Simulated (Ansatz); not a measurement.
The cluster Mg4H6, relaxed as a singlet with RKS r2SCAN-D4/def2-SVP in Ansatz, starting from the GFN2-xTB geometry. Force threshold 0.02 eV/Å.

The restricted singlet is unstable towards broken spin symmetry in Hartree–Fock (as tested in another run); at r2SCAN-D4/def2-SVP this wasn't settled. Another isomer (singlet) lies 0.40 eV lower at PBE0-D4/def2-TZVP; other spin states weren't run for this one.

Start:

```xyz
10

Mg   -1.159   -0.281   -1.127
Mg   -0.707    1.716    0.967
Mg    0.044   -1.128    1.235
Mg    1.376    1.011   -0.356
H     0.113    0.152   -2.205
H     1.747   -0.781    0.937
H     2.783    1.624   -0.964
H    -0.752   -0.736    2.640
H    -2.665    0.386   -0.950
H    -0.781   -1.963   -0.175
```

```
step  energy (eV)  largest force component (eV/Å)  SCF passes
   1  -21861.9060                           2.038          26
   2  -21863.0633                           0.883          33
   3  -21863.3455                           0.307          29
   4  -21863.4154                           0.207          29
   5  -21863.4329                           0.180          29
   6  -21863.4421                           0.060          29
   7  -21863.4659                           0.179          28
   8  -21863.4903                           0.137          28
   9  -21863.5364                           0.166          30
  10  -21863.5739                           0.174          29
  11  -21863.6026                           0.069          30
  12  -21863.6056                           0.070          30
  13  -21863.6058                           0.071          29
  14  -21863.6099                           0.009          29
```

Force components are those of the run's own axes.

End:

Cartesian coordinates in Å:
```
Mg -1.423 -0.152 -1.214
Mg -0.714 1.382 1.711
Mg 0.146 -1.323 1.293
Mg 1.601 0.730 -0.657
H 0.300 0.111 -1.802
H 1.681 -0.726 0.603
H 2.886 1.846 -0.854
H -0.383 -0.451 2.767
H -2.955 0.139 -1.924
H -1.140 -1.555 0.077
```

Bonds formed: Mg4–H5, Mg4–H6 (atoms count from 1). Metal–metal contacts that move far: Mg2–Mg4 2.57 to 3.38 Å.

No frequencies were taken in this run, so the end may be a saddle point.

Hardware: 4 threads of Arm Neoverse V1 on a shared host. Wall time 42 s.
